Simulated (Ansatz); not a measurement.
`[OH][Ti]([OH])([SeH])[SeH]`. The species carries charge 0 and has multiplicity 1. Correlated methods include outer-core shells of Se, Ti, which these sets cover unevenly. Scalar relativity is left out up to krypton.

```xyz
9

O     1.4105    0.8303    1.0072
Ti    0.0229    0.0800    0.2042
O    -1.5294    0.2987    1.0122
Se    0.0152    1.1002   -2.0036
Se    0.2728   -2.3326    0.0034
H     1.6109    1.3586    1.7804
H    -2.4164    0.6438    0.9134
H    -1.0436    0.1815   -2.4514
H     1.6571   -2.1604   -0.4657
```

Question: Give the diagnostics of a CCSD(T)/def2-TZVPP run (frozen core, Ansatz 0.2.0). (An estimate is asked.)

Answer: Ansatz gave: T1 = 0.0225, largest single amplitude 0.071, largest double 0.033, (T) share of the correlation energy 4.9 %, 15 CCSD cycles. The RHF solution is stable towards an unrestricted one. T1 lies over the customary mark of 0.02 for closed shells; compounds of d metals often pass it without a breakdown.
